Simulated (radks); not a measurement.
Results of a calculation; reference values are marked as such.
Question: Ionisation of the ruthenium ion Ru+, [Kr] 4d7, to [Kr] 4d6 as the strength of local exchange is varied. Level of theory: Dirac Kohn-Sham, Slater X-alpha exchange (alpha = 2/3 is LDA exchange), no correlation, spin-unpolarised, spherical densities, finite nucleus; open shells fill j = l - 1/2 first; Fermi nuclear charge, rms radius 4.4809 fm (a radial shooting solver on a logarithmic mesh with Libxc functionals).

| alpha | E(Ru+) (hartree) | exchange (hartree) | IE (eV) | -e of the level emptied (eV) | <r> of it (bohr) |
|---|---|---|---|---|---|
| 0.612 | -4512.42931 | -114.30782 | 16.073 | 10.657 (4d5/2) | 1.703 |
| 0.667 | -4522.71385 | -124.86639 | 16.859 | 11.329 (4d5/2) | 1.675 |
| 0.673 | -4523.83723 | -126.02107 | 16.946 | 11.403 (4d5/2) | 1.672 |
| 0.873 | -4561.44342 | -164.82985 | 20.032 | 14.087 (4d5/2) | 1.580 |
| 0.894 | -4565.41011 | -168.94066 | 20.375 | 14.390 (4d5/2) | 1.571 |
| ? | -4507.76230 | -109.52402 | 15.724 | 10.361 (4d5/2) | 1.716 |

Which alpha was used in the last row?

Answer: alpha = 0.587. NIST Atomic Spectra Database: 16.8 +/- 0.06 eV (semi-empirical). The Delta-SCF value meets it near alpha = 0.66. Spin polarisation and multiplet splitting are left out, so open shells lie too high by an amount that depends on their filling.

Beside tabulated values, note that spin-unpolarised runs miss the spin-polarisation part of the exchange energy of open shells.
